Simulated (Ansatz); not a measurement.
`C=C([SeH])[SiH2]F` and `C=C(C)[SeH]` differ in one atom or group.

Ansatz, PBE0-D4/def2-TZVP geometries, multiplicity 1. Each molecule was computed in one conformer, which needn't be the lowest.

Scalar relativity is left out up to krypton. Spin–orbit coupling is left out; it splits and shifts lone-pair levels of the heavy atoms by tenths of an eV.

| property | `C=C([SeH])[SiH2]F` |
| --- | --- |
| size of the dipole moment (B3LYP/def2-TZVPP) / D | 0.70 |
| size of the dipole moment (PBE/def2-TZVPP) / D | 0.71 |
| LUMO energy (ωB97M-V/def2-TZVPP) / eV | 1.20 |
| size of the dipole moment (ωB97M-V/def2-TZVPP) / D | 0.63 |
| HOMO energy (PBE/def2-TZVPP) / eV | -5.74 |
| HOMO–LUMO gap (ωB97M-V/def2-TZVPP) / eV | 10.12 |

Task: What does the change do to each property? (An estimate is asked.)

Result: The calculation gave: 
```json
{"property": "size of the dipole moment (B3LYP/def2-TZVPP) / D", "`C=C(C)[SeH]`": "1.29", "shift": "0.59"}
{"property": "size of the dipole moment (PBE/def2-TZVPP) / D", "`C=C(C)[SeH]`": "1.29", "shift": "0.58"}
{"property": "LUMO energy (ωB97M-V/def2-TZVPP) / eV", "`C=C(C)[SeH]`": "1.87", "shift": "0.67"}
{"property": "size of the dipole moment (ωB97M-V/def2-TZVPP) / D", "`C=C(C)[SeH]`": "1.31", "shift": "0.68"}
{"property": "HOMO energy (PBE/def2-TZVPP) / eV", "`C=C(C)[SeH]`": "-5.30", "shift": "0.44"}
{"property": "HOMO–LUMO gap (ωB97M-V/def2-TZVPP) / eV", "`C=C(C)[SeH]`": "10.37", "shift": "0.25"}
```

With PBE0 the HOMO rises by 0.43 eV and the LUMO rises by 0.79 eV, so the gap widens by about 0.36 eV. PBE moves the HOMO by 0.44 eV and ωB97M-V by 0.41 eV. Dipoles are sizes alone; their direction can turn.

B3LYP here is the variant with VWN-RPA as its local correlation; programs differ in this.
